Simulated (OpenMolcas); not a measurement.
Se III: effect of the basis set

- Program: OpenMolcas
- Method: RASSCF
- Active space: 2 electrons in 9 orbitals (RAS2 4p; RAS3 4d 5s, at most 1 electron)
- State averaging: 2S+1 = 3 even, 3 roots; 2S+1 = 1 even, 6 roots; 2S+1 = 3 odd, 18 roots; 2S+1 = 1 odd, 18 roots
- Spin-orbit coupling: RASSI with atomic mean-field integrals over the reference wave functions, term energies averaged over their components

A. ANO-RCC-VQZP [7s6p4d2f1g], DKH2, point nucleus; cost of the order of 27 core-seconds
B. ANO-R3 [7s6p5d4f2g], X2C, finite nucleus; cost of the order of 30 core-seconds
C. ANO-RCC [9s8p6d4f2g], DKH2, point nucleus; cost of the order of 30 core-seconds

Energies in cm-1 above 4s2 4p2 3P0, the measured ground level; measured values from Moore, Atomic Energy Levels, vol. II, NSRDS-NBS 35 (1971 reprint of NBS Circular 467, 1952).

```json
{"Level": "4s2 4p2 3P0", "A": "0.0", "B": "0.0", "C": "0.0", "Measured": "0.0"}
{"Level": "4s2 4p2 3P1", "A": "1452", "B": "1471", "C": "1475", "Measured": "1741"}
{"Level": "4s2 4p2 3P2", "A": "3523", "B": "3559", "C": "3569", "Measured": "3937"}
{"Level": "4s2 4p2 1D2", "A": "15439", "B": "15467", "C": "15471", "Measured": "13032"}
{"Level": "4s2 4p2 1S0", "A": "34246", "B": "34273", "C": "34264", "Measured": ""}
{"Level": "4s2 4p 4d 3F* 2", "A": "121439", "B": "129869", "C": "121379", "Measured": ""}
{"Level": "4s2 4p 4d 3F* 3", "A": "122919", "B": "131424", "C": "122856", "Measured": ""}
{"Level": "4s2 4p 4d 3F* 4", "A": "124805", "B": "133298", "C": "124774", "Measured": ""}
{"Level": "4s2 4p 4d 1D* 2", "A": "126949", "B": "135338", "C": "127126", "Measured": ""}
{"Level": "4s2 4p 5s 3P* 0", "A": "130181", "B": "126968", "C": "127091", "Measured": "126277"}
{"Level": "4s2 4p 5s 3P* 1", "A": "130829", "B": "127538", "C": "127706", "Measured": "126781"}
{"Level": "4s2 4p 5s 3P* 2", "A": "133202", "B": "130571", "C": "130583", "Measured": "130391"}
{"Level": "4s2 4p 4d 3P* 2 [52 %]", "A": "135647", "B": "147046", "C": "134806", "Measured": ""}
{"Level": "4s2 4p 5s 1P* 1 [63 %]", "A": "137029", "B": "132956", "C": "133004", "Measured": "131656"}
{"Level": "4s2 4p 4d 3D* 3", "A": "137488", "B": "150614", "C": "136986", "Measured": ""}
{"Level": "4s2 4p 4d 3P* 0", "A": "137491", "B": "149007", "C": "137050", "Measured": ""}
{"Level": "4s2 4p 4d 3D* 2 [57 %]", "A": "137867", "B": "150466", "C": "137345", "Measured": ""}
{"Level": "4s2 4p 4d 1F* 3", "A": "153638", "B": "174382", "C": "152073", "Measured": ""}
{"Level": "4s2 4p 4d 1P* 1", "A": "153853", "B": "171853", "C": "152077", "Measured": ""}
```

Deviations, from unrounded energies. A percentage is the sum of absolute deviations over the sum of measured energies, with the sign that they share, or ± where signs differ.

| Against measurement | Levels | A | B | C |
| --- | --- | --- | --- | --- |
| mean absolute deviation (cm-1) | 7 | 2700 | 860 | 910 |
| fine structure of the ground term (%) | 2 | -12.4 | -11.4 | -11.2 |
| other terms of the ground configuration (%) | 1 | +18.5 | +18.7 | +18.7 |
| other configurations (%) | 4 | +3.1 | +0.6 | +0.6 |

B lies closest to measurement on these levels and A furthest from it. The largest miss of B in the table is 4s2 4p2 1D2, by +2400 cm-1. The ranking rests on the paired levels alone, and a cruder setting can come out closer through cancelling errors.

Among A to C the level of the table that moves most is 4s2 4p 4d 1F* 3, by 22000 cm-1 (lowest in C, highest in B).

ANO sets are built for valence states and can reach diffuse excited orbitals poorly, and with the s shell closed the s pⁿ⁺¹ terms that mix with these levels are absent. With the s shell closed, the reference lacks s² → p² mixing. Measured partners are found by configuration, term and J. A level has none where our copy of the source lacks it or the pairing is in doubt (some pairs that miss far off the trend of their configuration count as doubtful), and it then counts in no deviation. Levels of configurations outside the active space are missing. The table leaves out levels that lie high or whose names do not pair safely across all columns.

A share in square brackets marks a mixed level and gives the weight of the term that names it, the lowest over the columns. * marks odd parity.
